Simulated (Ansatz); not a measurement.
`N[SiH2][GaH2]` + `BO` → `BO[SiH2]N` + `[GaH3]` at 400 K and 1 bar (cleavage of the Si–Ga bond).

Isolated molecules relaxed with PBE0-D4/def2-TZVP in Ansatz; ΔE leaves out vibrations. CBS: MP2 limit from def2 TZ/QZ plus the TZ coupled-cluster correction, frozen cores. This one scheme is used for every species. For Ga outer-core shells are correlated without core-valence functions, which leaves a few kJ/mol of doubt a bond. Scalar relativity is left out up to krypton. Each species was taken in one conformer, which may not be the lowest.

```
        species  CCSD(T)/CBS energy (Eh)  H − E (kJ/mol)  S (J/(mol·K))
`N[SiH2][GaH2]`              -2271.33200           178.4          370.7
           `BO`               -101.80414           108.2          244.0
    `BO[SiH2]N`               -447.46661           213.3          359.3
       `[GaH3]`              -1925.70545            64.2          231.8
```

H − E and S are ideal-gas, rigid-rotor, harmonic terms from PBE0-D4/def2-TZVP, for one conformer and one mirror image of each species. 1 Eh = 2625.50 kJ/mol, R = 8.31446 J/(mol·K).

Question: By hand: ΔE, ΔH, ΔS and ΔG.

Answer: ΔE = (-447.46661) + (-1925.70545) − (-2271.33200) − (-101.80414) = -0.03592 Eh = -94.3 kJ/mol. Δ(H − E) = 213.3 + 64.2 − 178.4 − 108.2 = -9.1, so ΔH = -103.4 kJ/mol. ΔS = 359.3 + 231.8 − 370.7 − 244.0 = -23.6 J/(mol·K). ΔG = -103.4 − 400 × (-23.6)/1000 = -94.0 kJ/mol.

Question: By hand: the equilibrium constant, and the temperature at which ΔG would vanish if ΔH and ΔS stayed fixed.

Answer: log₁₀ K = −ΔG/(RT ln 10) = 12.3. ΔG = 0 at ΔH/ΔS = 4381 K, far beyond where these terms or the molecules hold.

ΔH outweighs TΔS. A doubt of 5 kJ/mol in ΔE shifts log₁₀ K by 0.7 here. Other conformers and mirror images would add mixing entropy, several J/(mol·K) or more a flexible species. Modes under 60 cm⁻¹, often nearly free rotors, make the harmonic entropy too high. These are equilibria of isolated gas molecules and say nothing of rates. Largest T1 diagnostic: 0.014 (customary marks: 0.02 for closed shells, 0.045 for open ones).
